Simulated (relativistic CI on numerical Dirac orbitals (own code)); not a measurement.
**Calculated levels, Dy XXIII**

Calculated at this level of theory: Dirac-Coulomb-Breit CI, separate exchange-only KLI orbitals for each configuration, model QED (radiative potential, 1s self-energy scaled to tabulated hydrogen-like ionisation energies), unscaled Slater integrals (own radial code, finite nucleus).

Configuration list (outside the closed core [Ar] 3d10): 4s²4p⁶4d⁸, 4s²4p⁵4d⁹, 4s²4p⁶4d⁷4f, 4s4p⁶4d⁹, 4s²4p⁵4d⁸4f, 4s²4p⁶4d⁷5s, 4s4p⁶4d⁸4f, 4s²4p⁶4d⁷5p, 4s²4p⁶4d⁶4f5s, 4s²4p⁶4d⁷5d, 4s²4p⁵4d⁸5s, 4s²4p⁶4d⁶5s5p, 4s²4p⁶4d⁷5f, 4s²4p⁶4d⁷6s, 4s²4p⁶4d⁷6p, 4s²4p⁶4d⁷6d, 4s4p⁶4d⁷4f5s, 4s²4p⁵4d⁸5d, 4p⁶4d⁹4f, 4s²4p⁶4d⁷6f, 4s4p⁶4d⁸5p, 4s²4p⁶4d⁷7p, 4s4p⁶4d⁷5s5p, 4s²4p⁵4d⁸6s, 4s²4p⁶4d⁷7f, 4p⁶4d¹⁰, 4p⁵4d¹⁰4f, 4s²4p⁶4d⁶5s², 4s²4p⁶4d⁵4f5s², 4s²4p⁵4d⁶4f5s², 4s4p⁶4d⁶4f5s². Double excitations out of closed p, d and f shells are left out; levels of such configurations are missing from the list, as are those of other unlisted configurations, and high levels can miss mixing partners. These lack a partner that the ground configuration has and come out too high: 4s²4p⁵4d⁸5s, 4s²4p⁵4d⁸5d, 4s²4p⁵4d⁸6s.

The lowest level is 4s²4p⁶4d⁸ ³F4, with 92 % of that term; Hund's rules for 4s²4p⁶4d⁸ give ³F with J = 4, in agreement.

| No. | Configuration | Term | J | E (eV) | % | Landé g |
| --- | --- | --- | --- | --- | --- | --- |
| 1 | 4s²4p⁶4d⁸ | ³F | 4 | 0.000 | 92 | 1.229 |
| 2 | 4s²4p⁶4d⁸ | ¹D | 2 | 3.107 | 50 | 1.127 |
| 3 | 4s²4p⁶4d⁸ | ³F | 3 | 7.772 | 99 | 1.081 |
| 4 | 4s²4p⁶4d⁸ | ³P | 0 | 8.959 | 72 |  |
| 5 | 4s²4p⁶4d⁸ | ³P | 2 | 10.727 | 52 | 1.120 |
| 6 | 4s²4p⁶4d⁸ | ³P | 1 | 12.378 | 99 | 1.499 |
| 7 | 4s²4p⁶4d⁸ | ¹G | 4 | 12.928 | 92 | 1.016 |
| 8 | 4s²4p⁶4d⁸ | ³F | 2 | 18.067 | 44 | 0.912 |
| 9 | 4s²4p⁶4d⁸ | ¹S | 0 | 27.651 | 72 |  |
| 10 | 4s²4p⁵4d⁹ | ¹D° | 2 | 140.013 | 49 | 1.131 |
| 11 | 4s²4p⁵4d⁹ | ³F° | 4 | 140.133 | 89 | 1.248 |
| 12 | 4s²4p⁵4d⁹ | ³D° | 3 | 141.318 | 59 | 1.290 |
| 13 | 4s²4p⁵4d⁹ | ³D° | 2 | 148.090 | 45 | 1.116 |
| 14 | 4s²4p⁵4d⁹ | ³P° | 1 | 148.607 | 51 | 1.309 |
| 15 | 4s²4p⁵4d⁹ | ³D° | 1 | 150.847 | 43 | 0.754 |
| 16 | 4d⁷(4F)4f | ⁵G° | 5 | 151.800 | 56 | 1.246 |
| 17 | 4s²4p⁵4d⁹ | ³P° | 0 | 151.805 | 79 |  |
| 18 | 4d⁷(4F)4f | ⁵G° | 4 | 152.272 | 38 | 1.153 |
| 19 | 4d⁷(4F)4f | ⁵G° | 6 | 152.422 | 74 | 1.290 |
| 20 | 4s²4p⁵4d⁹ | ³F° | 3 | 153.532 | 47 | 1.059 |
| 21 | 4d⁷(4F)4f | ⁵S° | 2 | 154.203 | 36 | 1.724 |
| 22 | 4d⁷(4F)4f | ⁵G° | 3 | 154.281 | 26 | 1.105 |
| 23 | 4d⁷(2D)4f | ³F° | 2 | 154.928 | 43 | 0.702 |
| 24 | 4d⁷(4F)4f | ⁵H° | 7 | 155.590 | 47 | 1.199 |
| 25 | 4d⁷(2P)4f | ³G° | 4 | 156.238 | 28 | 1.145 |
| 26 | 4d⁷(4F)4f | ⁵I° | 8 | 156.343 | 70 | 1.206 |
| 27 | 4d⁷(2D)4f | ³F° | 3 | 156.754 | 36 | 1.138 |
| 28 | 4d⁷(4F)4f | ³D° | 2 | 157.051 | 32 | 1.139 |
| 29 | 4d⁷(4F)4f | ³H° | 6 | 157.069 | 32 | 1.111 |
| 30 | 4d⁷(2P)4f | ³D° | 1 | 157.235 | 51 | 0.636 |

Energies count from the lowest computed level; ° marks odd parity. Percentages are summed over parent terms; the parents shown are those of the largest component, closed shells are left out there.

The mean weight of the leading LS term, summed over parents, in these 30 levels is 57 %, and that of the leading jj configuration (from the same eigenvectors) 77 %, so jj coupling describes them better and the LS labels are nominal.

At this charge energies of transitions that change n are usually good to better than 1 %, and those within a shell (Δn = 0) to a few per cent. Terms inside the open d or f shell come out 10 to 20 % too wide with unscaled integrals.

LS names give the leading component of a level, which can be under half, so a name can repeat, a term be missing and a line seem to break the LS rules.
